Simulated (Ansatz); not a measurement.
Ansatz (a first-principles code) input (SVWN5/6-31G* with LANL2DZ past Ar): The .json file joins the Basis Set Exchange's 6-31G* for atoms up to Ar and LANL2DZ past it.

Ansatz 0.2 input:
```yaml
crystal:
  periodic: [false, false, false]
  atoms:
    - {symbol: Ga, position_ang: [0.30374815, 0.11982264, 0.09043944]}
    - {symbol: F, position_ang: [-0.68066706, 0.93279515, -1.13588949]}
    - {symbol: F, position_ang: [-0.36557658, -1.34551759, 0.82437587]}
basis:
  gaussian:
    orbitals: 6-31Gs+LANL2DZ.json
hamiltonian:
  xc: {name: SVWN5}
magnetization: {spin_polarized: true, initial_magnetization: 1}
output: {forces: true}
```

Task: Predict the final energy.

Result: -200.50244 Eh.
